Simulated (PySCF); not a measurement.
# UHF on Ne⁺ (neon, charge +1)

Configuration: [He] 2s2 2p5, 2P determinant. All numbers are calculated (PySCF 2.14, no relativity, point nucleus, in aug-cc-pVTZ with one added diffuse shell each of s, p, d, f type (6s5p4d3f, 62 functions)).

* Total energy: -127.809777 hartree
* One-electron energy: -175.0924 hartree
* Hartree (Coulomb) energy: 58.9427 hartree
* Exchange energy: -11.6601 hartree
* Kinetic energy: 127.77123 hartree
* ⟨S²⟩: 0.7527
* ⟨L²⟩: 2.008
* Sum of ⟨r⟩: 6.426 bohr
* Sum of ⟨r²⟩: 6.803 bohr²
* Traceless quadrupole moment −½Σ⟨3z² − r²⟩ along its main axis: 0.414 e·bohr²
* Density at the nucleus (Gaussians lack the cusp): 599 bohr⁻³
* Spin density at the nucleus: 0.0287 bohr⁻³
* Langevin diamagnetic susceptibility: -5.39 ×10⁻⁶ cm³/mol

| shell | electrons | mean orbital energy (eV) | spread (eV) | rms radius, mean of both spins (bohr) |
| --- | --- | --- | --- | --- |
| 1s α | 1 | -915.58 | 0 | 0.183 |
| 1s β | 1 | -913.91 | 0 | 0.183 |
| 2s α | 1 | -74.462 | 0 | 0.945 |
| 2s β | 1 | -68.313 | 0 | 0.945 |
| 2p α | 3 | -44.934 | 3.660 | 0.995 |
| 2p β | 2 | -42.097 | 0 | 0.995 |

Spin-orbit constants ζ (cm⁻¹) from the X2C one-electron operator on these orbitals (non-relativistic here): bare nucleus, nucleus screened by l(l+1)(2l+1)/3 electrons, and screened by the Breit-Pauli mean field of the electrons.

| shell | bare | screened nucleus | mean field |
| --- | --- | --- | --- |
| 2p | 735.8 | 588.6 | 521.6 |

To first order the Landé constant is A = -521.6 cm⁻¹, so the lowest level has J = 3/2 and lies 0.0323 eV below the centre of the term.
